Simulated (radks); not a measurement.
Values are calculated unless marked as measured or tabulated.
Species: C+. Configuration: [He] 2s2 2p1. Level of theory: non-relativistic Kohn-Sham, revTPSS, spin-unpolarised, spherical densities, point nucleus; meta-GGA in the generalised Kohn-Sham scheme (a radial shooting solver on a logarithmic mesh with Libxc functionals).

Normalised radial functions P(r) = r R(r), r in bohr:

r	2p
0.02349	0.0037
0.02892	0.0055
0.03561	0.0081
0.04349	0.0118
0.05355	0.0175
0.06593	0.0255
0.08118	0.0371
0.09995	0.0534
0.1231	0.0761
0.1503	0.1056
0.1851	0.1462
0.2278	0.1990
0.2805	0.2651
0.3454	0.3444
0.4218	0.4312
0.5194	0.5277
0.6395	0.6242
0.7873	0.7106
0.9694	0.7666
1.184	0.7757
1.458	0.7341
1.795	0.6392
2.21	0.5005
2.721	0.3467
3.323	0.2147
4.091	0.1110
5.037	0.0466

2p: eigenvalue -16.784 eV, 0 radial nodes, <r> = 1.52 bohr, 90 % of the charge inside 2.53 bohr.
